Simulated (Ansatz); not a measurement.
Consider the formal exchange of groups at a C–Al bond: `F/C=[CH]/[AlH2]` + `[CH3][SnH3]` → `[CH3][SnH2]/[CH]=C\F` + `[AlH3]`.

Gas-phase electronic energies from Ansatz, PBE0-D4/def2-TZVP geometries. CBS: MP2 limit from def2 TZ/QZ plus the TZ coupled-cluster correction, frozen cores. This one scheme is used for every species. Double bonds are as drawn, so ΔE can hold a change between cis and trans. Functionals use def2-TZVPP. B3LYP here is the variant with VWN-RPA as its local correlation; programs differ in this. def2 core potentials past Kr. For Sn outer-core shells are correlated without core-valence functions, which leaves a few kJ/mol of doubt a bond. One conformer a species, not always the lowest.

`F/C=[CH]/[AlH2]`:

Z-matrix (Å, degrees):
```
C
C 1 1.326
F 1 1.337 2 123.5
H 1 1.087 2 126.0 3 -180.0
Al 2 1.927 1 118.2 3 180.0
H 2 1.088 1 116.4 3 0.0
H 5 1.584 2 121.1 1 -180.0
H 5 1.587 2 117.0 1 0.0
```

`[CH3][SnH3]`:

Cartesian coordinates in Å:
```
C 0.685 0.311 0.870
Sn -0.589 -0.267 -0.748
H 0.612 -0.416 1.679
H 0.388 1.290 1.246
H 1.720 0.360 0.531
H -0.131 -1.806 -1.335
H -2.213 -0.339 -0.221
H -0.472 0.866 -2.022
```

`[CH3][SnH2]/[CH]=C\F`:

```xyz
12

C     1.132    0.906    1.308
Sn    0.693   -0.893    0.244
C    -0.643   -0.471   -1.362
C    -1.782    0.166   -1.188
F    -2.185    0.584    0.026
H     1.817    0.702    2.131
H     1.588    1.631    0.634
H     0.206    1.323    1.704
H    -0.014   -2.052    1.283
H     2.109   -1.555   -0.453
H    -0.410   -0.768   -2.379
H    -2.512    0.427   -1.948
```

`[AlH3]`:

```xyz
4

Al    0.000    0.000    0.000
H     1.387   -0.596   -0.486
H    -1.360   -0.647   -0.498
H    -0.027    1.244    0.984
```

**Question.** Is it downhill or uphill in electronic energy at CCSD(T)/CBS, and by how much? (Best estimate.)

**Answer.** The calculation gave: Uphill: ΔE = +0.31 eV.

**Question.** What do these levels give: PBE-D4, r2SCAN-D4, PBE0-D4, ωB97X-V, ωB97M-V, r2SCAN, PBE0, B3LYP, MP2/def2-TZVPP, SCS-MP2/def2-TZVPP, HF/def2-QZVPP, MP2/CBS(def2)? (An estimate is asked.)

**Answer.** The calculation gave: PBE-D4 0.41, r2SCAN-D4 0.44, PBE0-D4 0.40, ωB97X-V 0.36, ωB97M-V 0.37, r2SCAN 0.45, PBE0 0.44, B3LYP 0.44, MP2/def2-TZVPP 0.31, SCS-MP2/def2-TZVPP 0.31, HF/def2-QZVPP 0.41, MP2/CBS(def2) 0.29 eV.

Largest T1 diagnostic among the species: 0.012.

In def2-TZVPP, CCSD(T) changes the Hartree–Fock value by −0.08 eV (the triples alone add −0.01 eV) and MP2 by −0.10 eV. The D4 term adds −0.06 eV with B3LYP and −0.03 eV with PBE0; it sums over pairs of atoms, weighted by their polarisabilities, and B3LYP, whose exchange is more repulsive, gets the larger term.
